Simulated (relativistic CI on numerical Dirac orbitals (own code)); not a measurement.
# Crystal-field levels of Pt2+, 5d8

Calculated by Dirac-Coulomb-Breit CI, KLI orbitals optimised for each configuration, model QED (radiative potential, 1s self-energy scaled to tabulated hydrogen-like ionisation energies), valence Slater integrals scaled by 0.85, one configuration in a parametric crystal field (own radial code).

Field parameters in Wybourne normalisation: Oh B⁴₀ = 21Dq, B⁴₄ = √(5/14) B⁴₀. The field is a parameter set, without covalency.

S is read from ⟨S²⟩ = S(S + 1).

Site symmetry Oh; labels are those of the double group. Computed levels in cm⁻¹ above the lowest, in rising order:

| Δ (size of 10Dq) | Lowest | No. 2 | No. 3 | No. 4 | No. 5 | No. 6 | No. 7 | No. 8 |
| --- | --- | --- | --- | --- | --- | --- | --- | --- |
| 5500 | T2 | 3810 E | 4859 T1 | 6551 A1 | 9111 E | 9975 T2 | 11910 A2 | 13770 T1 |
| 9950 | T2 | 6927 E | 9107 T1 | 11130 E | 11813 A1 | 13050 T2 | 15226 A2 | 18568 T1 |
| 14350 | T2 | 8963 E | 13384 T1 | 14051 E | 15891 A1 | 16679 T2 | 18948 A2 | 23426 T1 |
| 18800 | T2 | 9973 E | 17739 T1 | 17865 E | 18425 A1 | 20653 T2 | 22947 A2 | 28217 T1 |
| 23200 | T2 | 10500 E | 19792 A1 | 21971 E | 22063 T1 | 24742 T2 | 27034 A2 | 32484 T2 |
| 27600 | T2 | 10816 E | 20584 A1 | 26204 E | 26400 T1 | 28925 T2 | 31202 A2 | 36621 T2 |
| 32050 | T2 | 11023 E | 21095 A1 | 30546 E | 30797 T1 | 33213 T2 | 35472 A2 | 40864 T2 |
| 36450 | T2 | 11163 E | 21446 A1 | 34871 E | 35152 T1 | 37492 T2 | 39731 A2 | 45101 T2 |
| 40900 | T2 | 11265 E | 21707 A1 | 39264 E | 39563 T1 | 41846 T2 | 44065 A2 | 49417 T2 |

Ground-state S against |10Dq| in cm⁻¹: 5500: 0.98, 9950: 0.99, 14350: 0.99, 18800: 0.99, 23200: 0.99, 27600: 0.99, 32050: 0.99, 36450: 1.00, 40900: 1.00.

No abrupt spin change occurs in this range.
